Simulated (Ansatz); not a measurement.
The input (input.yaml):

```yaml
crystal:
  periodic: [false, false, false]
  atoms:
    - { symbol: C, position_ang: [-1.1813, 1.0712, -0.5331] }
    - { symbol: Se, position_ang: [-0.322, 1.0218, 1.1721] }
    - { symbol: Si, position_ang: [0.4641, -1.0614, 0.7141] }
    - { symbol: S, position_ang: [1.9888, -0.9477, -0.8842] }
    - { symbol: H, position_ang: [-0.4886, 1.0488, -1.3878] }
    - { symbol: H, position_ang: [-1.7733, 2.0963, -0.6178] }
    - { symbol: H, position_ang: [-1.931, 0.2854, -0.6287] }
    - { symbol: H, position_ang: [-0.5713, -1.9382, 0.3456] }
    - { symbol: H, position_ang: [1.1672, -1.5731, 1.9702] }
    - { symbol: H, position_ang: [2.7305, -0.0545, -0.1475] }
basis:
  gaussian: { orbitals: def2-SVP }
hamiltonian:
  xc: b3lyp
  dispersion: d4
relax:
  f_tol: 0.015
  max_steps: 40
```

Run as:

```bash
$ ansatz run input.yaml --threads 2 --pin off --max-ram 3072MiB --backend cpu --events-out ev --progress --plain --runs-dir out
```

Hardware: 2 threads of Arm Neoverse V2, on a shared host.

Task: Roughly how long does this run take, and how much memory?

Result: 44 s, with a peak of 0.28 GiB, for 12 ionic steps.
